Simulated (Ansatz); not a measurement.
Input file for Ansatz (a program for electronic structure): U-CCSD(T)/def2-SVP on GeH4Te (SMILES [GeH3][TeH]), a point of a bond scan (R = 3.825 Å). Elements past Kr take the def2 small-core potentials; no spin–orbit coupling. The run froze 23 orbitals, filled d shells among them.

Ansatz 0.2 input:
```yaml
crystal:
  periodic: [false, false, false]
  atoms:
    - {symbol: Te, position_ang: [-0.09896076, 0.80692664, 0.65430353]}
    - {symbol: H, position_ang: [0.73182413, 3.25539364, -2.16389190]}
    - {symbol: Ge, position_ang: [0.13620165, -1.21741469, -0.93151219]}
    - {symbol: H, position_ang: [1.56045513, -1.29524723, -1.50328127]}
    - {symbol: H, position_ang: [-0.15262004, -2.45072946, -0.06258670]}
    - {symbol: H, position_ang: [-0.88257830, -1.12841585, -2.07852674]}
basis:
  gaussian:
    orbitals: def2-SVP
correlation: {method: ccsd_t, electrons: outside_noble_gas}
scf: {omitted_lower_state_checks: [cluster_reference]}
magnetization: {spin_polarized: true, initial_magnetization: 0}
```

Program output:

```
WARN ansatz: RAYON_NUM_THREADS=1 ignored (pool sized by the plan → 1); use --threads N
Functional definition: HF
these checks for a lower state are left out or cut short: cluster_reference
integrals: 0.11 GiB planned
855 factors; integrals over basis functions are off by at most 1.5e-3 eV
mean field: 0.43 GiB planned
mean field evaluation 1: about -63786.4299 eV, gradient 1.2e1 eV
mean field evaluation 2: about -63786.4473 eV, gradient 1.2e1 eV
mean field evaluation 4: about -63789.4419 eV, gradient 4.1e0 eV
mean field evaluation 8: about -63789.6248 eV, gradient 1.0e-3 eV
mean field evaluation 16: about -63789.7009 eV, gradient 6.7e-1 eV
mean field evaluation 32: about -63793.1680 eV, gradient 2.2e-1 eV
mean field evaluation 64: about -63793.1793 eV, gradient 1.2e-5 eV
mean field evaluation 96: about -63793.1658 eV, gradient 9.1e-2 eV
mean field evaluation 128: about -63793.1353 eV, gradient 9.2e-6 eV
mean field evaluation 160: about -63793.1461 eV, gradient 6.3e-2 eV
mean field evaluation 192: about -63789.6248 eV, gradient 1.6e-5 eV
mean field -63793.17933770 eV, -2344.3561000905 hartree, gradient 3.7e-6 eV, S^2 1.001034; 14 other end points of the search recorded, 0 dependent functions left out
23 core orbitals not correlated
reference -63793.17933770 eV, -2344.3561000905 hartree; 7, 7 occupied and 48, 48 virtual orbitals, 855 factors
second order -4.82194426 eV of doubles, -0.00000000 eV of singles
coupled cluster: 0.21 GiB planned
cycle   1  -5.53173034 eV  change   -7.1e-1 eV  update   6.7e-2
cycle   2  -5.77853229 eV  change   -2.5e-1 eV  update   2.3e-2
cycle   3  -5.79765496 eV  change   -1.9e-2 eV  update   6.8e-3
cycle   4  -5.79638347 eV  change    1.3e-3 eV  update   2.7e-3
cycle   5  -5.79596856 eV  change    4.1e-4 eV  update   1.4e-3
cycle   6  -5.79601522 eV  change   -4.7e-5 eV  update   9.1e-4
cycle   7  -5.79620083 eV  change   -1.9e-4 eV  update   7.9e-4
cycle   8  -5.79651489 eV  change   -3.1e-4 eV  update   7.1e-4
cycle   9  -5.79656419 eV  change   -4.9e-5 eV  update   5.2e-4
cycle  10  -5.79673050 eV  change   -1.7e-4 eV  update   2.2e-4
cycle  11  -5.79675134 eV  change   -2.1e-5 eV  update   8.3e-5
cycle  12  -5.79675756 eV  change   -6.2e-6 eV  update   4.6e-5
cycle  13  -5.79672906 eV  change    2.9e-5 eV  update   2.9e-5
cycle  14  -5.79672110 eV  change    8.0e-6 eV  update   1.7e-5
coupled cluster: 0.21 GiB planned
perturbative correction -0.13960824 eV, -0.0051305083 hartree
Total energy: -63799.11566704 eV, -2344.5742561700 hartree
Checks for a lower state left out: cluster_reference
```

The calculation finished and met its thresholds. Its determinant has ⟨S²⟩ = 1.00, a mixture of spin states.

Cost: roughly 17 core-seconds.
